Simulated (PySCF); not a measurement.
Substituent effects on chemical shifts

Parent skeleton `[CH:1]#[C:2][C:3]1=[CH:4][SiH2:5][CH:6]1[CH3:7]`; one hydrogen on atom 1 is replaced by X. Hydrogens on one atom are averaged.

All values are calculated (PySCF): GFN2-xTB geometry, shielding tensors at PBE0/pcSseg-1 (GIAO). One averaged value for each set of equivalent atoms, gas phase, one conformer, no relativistic terms.

Chemical shifts δ = σref − σ; 13C (σref 186.93) and 29Si (σref 349.16) and 1H (σref 31.72) against TMS, all at this level.

Known members:
```json
{"X": "CHF2", "C1": "94.1", "C2": "90.7", "C3": "156.7", "C4": "155.1", "Si5": "-38.1", "C6": "35.8", "C7": "19.4", "H(C4)": "6.81", "H(Si5)": "4.73"}
{"X": "CH2Cl", "C1": "100.4", "C2": "92.7", "C3": "158.5", "C4": "145.8", "Si5": "-39.2", "C6": "36.0", "C7": "19.7", "H(C4)": "6.34", "H(Si5)": "4.70"}
{"X": "CN", "C1": "79.5", "C2": "79.2", "C3": "154.9", "C4": "162.4", "Si5": "-36.6", "C6": "36.7", "C7": "19.4", "H(C4)": "7.13", "H(Si5)": "4.75"}
{"X": "isopropenyl", "C1": "105.6", "C2": "94.7", "C3": "159.5", "C4": "146.2", "Si5": "-40.7", "C6": "35.9", "C7": "19.3", "H(C4)": "6.39", "H(Si5)": "4.70"}
{"X": "C(S)CH3", "C1": "105.1", "C2": "107.2", "C3": "158.9", "C4": "158.0", "Si5": "-40.0", "C6": "36.7", "C7": "19.4", "H(C4)": "6.83", "H(Si5)": "4.73"}
```

Four more derivatives gave (δ, ppm):
| compound | C1 | C2 | C3 | C4 | Si5 | C6 | C7 | H(C4) | H(Si5) |
| --- | --- | --- | --- | --- | --- | --- | --- | --- | --- |
| 1 | 100.0 | 94.9 | 158.2 | 144.6 | -38.9 | 35.7 | 19.6 | 6.31 | 4.71 |
| 2 | 98.4 | 94.8 | 157.2 | 163.2 | -38.5 | 36.0 | 18.9 | 7.19 | 4.74 |
| 3 | 103.0 | 83.2 | 160.9 | 143.8 | -41.2 | 35.6 | 19.8 | 6.24 | 4.65 |
| 4 | 107.6 | 85.2 | 160.8 | 143.3 | -41.8 | 36.0 | 19.9 | 6.23 | 4.66 |

Their substituents are CH2F, CH3, CHO, nPr. Which is which?

Answers

1: X = CH2F (C[C@@H]1[SiH2]C=C1C#CCF); 2: X = CHO (C[C@@H]1[SiH2]C=C1C#CC=O); 3: X = CH3 (CC#CC1=C[SiH2][C@H]1C); 4: X = nPr (CCCC#CC1=C[SiH2][C@H]1C).
